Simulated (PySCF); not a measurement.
A PySCF script (with the pyscf-properties extension) for the NMR shieldings of `F/C=C/O[SiH2]CF`, C₃H₆F₂OSi, on a GFN2-xTB geometry:

```python
import basis_set_exchange as bse
import numpy as np
from pyscf import gto, dft
from pyscf.prop import nmr

atoms = """
F     3.815461    0.870967   -0.346764
C     2.544994    0.508241   -0.587709
C     1.667925    0.437002    0.401359
O     0.392190    0.076666    0.182670
Si   -0.857763   -0.077640    1.223161
C    -2.233497   -0.621291    0.018778
F    -3.409948   -0.809770    0.716072
H     2.352343    0.297740   -1.627141
H     1.955866    0.668895    1.417931
H    -0.587210   -1.105395    2.229032
H    -1.176953    1.200434    1.859972
H    -2.450404    0.125566   -0.749431
H    -2.017394   -1.570927   -0.477640
"""
names = dict.fromkeys(["F", "C", "O", "Si", "H"], "pcSseg-1")
basis = {el: gto.basis.parse(bse.get_basis(n, elements=[el], fmt="nwchem")) for el, n in names.items()}
mol = gto.M(atom=atoms, basis=basis, charge=0, verbose=0)
mf = dft.RKS(mol, xc="PBE0")
mf.grids.level = 2
mf.grids.alignment = dft.numint.BLKSIZE   # the property module wants whole blocks of grid points
mf.conv_tol = 1e-9
mf.kernel()

calc = nmr.RKS(mf)   # GIAO
C = mf.mo_coeff
Co = C[:, mf.mo_occ > 0]
resp = mf.gen_response(singlet=True, hermi=2)
def vind(x):   # induced exchange potential for any number of trial vectors
    d = np.einsum("pi,xij,qj->xpq", C, 2 * x.reshape(-1, C.shape[1], Co.shape[1]), Co, optimize=True)
    return np.einsum("xpq,pi,qj->xij", resp(d - d.transpose(0, 2, 1)), C, Co, optimize=True).ravel()
mo1, _ = nmr.rhf.solve_mo1(calc, with_cphf=vind)
sigma = calc.kernel(mo1)
for i, s in enumerate(sigma):   # ppm
    print("%2d %-2s %9.2f" % (i, mol.atom_pure_symbol(i), np.trace(s) / 3))
```

Q: What are the results?

A: 
```
 0 F     357.30
 1 C      32.85
 2 C      49.02
 3 O     284.65
 4 Si    373.33
 5 C     110.32
 6 F     488.04
 7 H      24.40
 8 H      24.70
 9 H      26.62
10 H      26.62
11 H      26.61
12 H      26.62
```

These numbers come from an equivalent density-fitted implementation of the same equations, which agrees with the script to about 0.01 ppm for H and up to a few tenths of a ppm for heavy atoms, so last digits may differ.

Q: Turn these shieldings into chemical shifts. Referencing at the same level of theory: ¹⁹F (σ = 170.95 ppm) vs CFCl3; ¹³C (σ = 186.93 ppm) and ²⁹Si (σ = 349.16 ppm) and ¹H (σ = 31.72 ppm) vs TMS; ¹⁷O (σ = 336.08 ppm) against H2O.

A: Averaging equivalent atoms: F 0: -186.4; F 6: -317.1; C 1: 154.1; C 2: 137.9; C 5: 76.6; O 3: 51.4; Si 4: -24.2; H 7: 7.31; H 8: 7.02; H 11/12: 5.10; H 9/10: 5.10 ppm. Unscaled 19F shifts against computed CFCl3 carry errors that often reach 10 to 50 ppm. Experimental scales use liquid or dissolved standards, which lie at an offset from isolated H2O (liquid H2O: subtract about 36 ppm).

Size and cost of the density-fitted run: 156 basis functions, 36 s wall time on 1 thread of an Arm Neoverse N1, shared host; peak memory 0.71 GiB.
